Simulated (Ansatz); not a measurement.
`C[NH][Ge]([F])([F])[F]` + H₂O → `[OH][Ge]([F])([F])[F]` + CH₃NH₂ at 600 K and 1 bar (formal hydrolysis of a Ge–N bond).

Gas-phase electronic energies from Ansatz, PBE0-D4/def2-TZVP geometries. CCSD(T)/CBS is the MP2 limit (def2-TZVPP, def2-QZVPP) plus CCSD(T) − MP2 in def2-TZVPP, frozen cores. This one scheme is used for every species. For Ge outer-core shells are correlated without core-valence functions, which leaves a few kJ/mol of doubt a bond. Scalar relativity is left out up to krypton. One conformer a species, not always the lowest.

```
                 species  CCSD(T)/CBS energy (Eh)  H − E (kJ/mol)  S (J/(mol·K))
`C[NH][Ge]([F])([F])[F]`              -2470.78181           228.8          475.2
                     H₂O                -76.37941            76.8          212.8
 `[OH][Ge]([F])([F])[F]`              -2451.40975           106.1          412.8
                  CH₃NH₂                -95.75281           199.3          283.8
```

H − E and S are ideal-gas, rigid-rotor, harmonic terms from PBE0-D4/def2-TZVP, for one conformer and one mirror image of each species. 1 Eh = 2625.50 kJ/mol, R = 8.31446 J/(mol·K).

Task: By hand: ΔE, ΔH, ΔS and ΔG.

Result: ΔE = (-2451.40975) + (-95.75281) − (-2470.78181) − (-76.37941) = -0.00134 Eh = -3.5 kJ/mol. Δ(H − E) = 106.1 + 199.3 − 228.8 − 76.8 = -0.2, so ΔH = -3.7 kJ/mol. ΔS = 412.8 + 283.8 − 475.2 − 212.8 = 8.6 J/(mol·K). ΔG = -3.7 − 600 × (8.6)/1000 = -8.9 kJ/mol.

Task: By hand: the equilibrium constant, and the temperature at which ΔG would vanish if ΔH and ΔS stayed fixed.

Result: log₁₀ K = −ΔG/(RT ln 10) = 0.8. ΔH and −TΔS have one sign here, so there is no such temperature. One of them is within its doubt of zero, so this could turn.

TΔS isn't small against ΔH here. A doubt of 5 kJ/mol in ΔE shifts log₁₀ K by 0.4 here. Other conformers and mirror images would add mixing entropy, several J/(mol·K) or more a flexible species. Modes under 60 cm⁻¹, often nearly free rotors, make the harmonic entropy too high. These are equilibria of isolated gas molecules and say nothing of rates. Largest T1 diagnostic: 0.012 (customary marks: 0.02 for closed shells, 0.045 for open ones).
